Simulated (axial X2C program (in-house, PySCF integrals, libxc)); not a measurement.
## Correcting the dissociation energy of TeF for spin–orbit coupling

A spin-free CCSD(T) curve (one-electron X2C) was computed with an in-house all-electron X2C program for linear molecules (integrals from PySCF), basis Te dyall-cv3z [11s12p8d4f1g], F dyall-av3z [7s6p3d2f] (cores contracted in-house), for the state M_S = 1/2, Λ = 1 (beyond evenly filled blocks: π+α, π+β, π-α). It gives D0 = 3.450 eV to Te + F, which in a spin-free picture are the weighted means of the ground terms.

Correlated methods: 13 electrons correlated (number of frozen shells: Te 4 s, 3 p, 2 d; F 1 s), 245 virtual spin orbitals or spinors in MP2, 90 natural virtuals in coupled cluster.

Measured levels of the ground terms (NIST Handbook of Basic Atomic Spectroscopic Data), in cm⁻¹: Te 3P: J = 2 at 0, J = 0 at 4706.5, J = 1 at 4750.7; F 2P: J = 3/2 at 0, J = 1/2 at 404.1.

The two components of the molecular doublet are 4338 cm⁻¹ apart in the PBE0 2c search (Ω = 3/2 lower), so the lower one lies 2169 cm⁻¹ under their mean.

(1) How far does each ground level lie under the (2J+1)-weighted mean of its term?

(2) Correct D0.

Second-order spin–orbit effects in the molecule, which grow quickly with Z, are left out. The state is one determinant whose occupation by symmetry is held fixed; it was picked as the lowest of a PBE0 search that is not exhaustive. De is counted from the lowest determinant-based energies of the atoms at the same level, without counterpoise correction. CCSD and (T) use frozen natural virtuals with an MP2 correction for the truncation; (T) itself is uncorrected, so its De runs slightly low. With the outer-core shells frozen, correlated bond lengths of heavy atoms tend to come out a few hundredths of an ångström too long.

## Answers

(1) Te: (5 × 0 + 1 × 4706.5 + 3 × 4750.7)/9 = 2107 cm⁻¹; F: (4 × 0 + 2 × 404.1)/6 = 135 cm⁻¹.

(2) D0 = 3.450 + (2169 − 2242)/8065.5 = 3.441 eV at CCSD(T) with these spin–orbit terms.
